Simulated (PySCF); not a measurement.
## Two-component Hartree-Fock for Os³⁺ (osmium, charge +3)

Start: [Xe] 4f14 5d5; 5d3/2 filled at m_j = -3/2, -1/2, +1/2, +3/2; 5d5/2 filled at m_j = +5/2. Calculated with PySCF 2.14 in x2c-TZVPall-2c (11s11p10d2f, 108 functions): generalised Hartree-Fock with the X2C-1e Hamiltonian and a Gaussian nucleus; one run each with spin-orbit coupling (SO) switched off, then screened by Boettger's factors.

```csv
spinor shell,electrons,"ε, spin-free (eV)","ε, screened SO (eV)",weight of nominal j (screened SO),"rms radius, screened SO (bohr)"
1s1/2,2,-74310.2,-74285.3,1.000,0.0201
2s1/2,2,-13113.4,-13105.5,1.000,0.0809
2p1/2,2,-11429.1,-12526.5,1.000,0.0687
2p3/2,4,-11429.1,-10989.5,1.000,0.0764
3s1/2,2,-3140.1,-3137.4,1.000,0.207
3p1/2,2,-2637.3,-2879.1,1.000,0.198
3p3/2,4,-2637.3,-2538.5,1.000,0.214
3d3/2,4,-2068.2,-2110.8,1.000,0.188
3d5/2,6,-2068.2,-2037.5,1.000,0.193
4s1/2,2,-721.04,-720.15,1.000,0.459
4p1/2,2,-553.25,-610.59,1.000,0.466
4d3/2,4,-340.50,-349.43,0.999,0.519
4d5/2,6,-340.50,-333.79,0.999,0.531
5s1/2,2,-138.31,-138.12,1.000,1.08
5p1/2,2,-92.282,-103.32,0.920,1.19
4f5/2,6,-101.91,-103.19,0.979,0.609
4f7/2,8,-101.91,-100.22,0.984,0.609
5p3/2,4,-92.282,-87.521,0.960,1.26
5d3/2,4,-42.921,-43.034,0.624,1.70
5d5/2,1,-42.921,-42.204,1.000,1.73
```

(1) Where does 4p3/2 lie, and what is the 4p spin-orbit splitting (screened SO)?

| quantity | spin-free | screened SO |
| --- | --- | --- |
| E (hartree) | -17239.27998 | -17261.98532 |
| M_J | 5/2 | 5/2 |
| ⟨J²⟩ | 8.754 | 8.755 |
| ⟨L²⟩ | 0.000 | 0.301 |
| ⟨S²⟩ | 8.754 | 8.518 |

Each row is a mean over spinors that exchange with the open shell spreads, by up to 9.565 eV (5p3/2).

Rows whose weight is well below 1 are mixtures of j = l ± 1/2: exchange outweighs spin-orbit coupling there, and the label is only the starting occupation.

Breit and QED terms are absent; they matter most for the inner s and p1/2 levels.

Densities and radii are taken from the X2C orbitals without a picture-change correction, which distorts them close to the nucleus.

Without spin-orbit coupling the j labels of p, d and f shells carry no meaning; the spin-free column gives the mean over the occupied spinors of each nl shell.

Results:

(1) At -529.57 eV, 81.020 eV above 4p1/2.
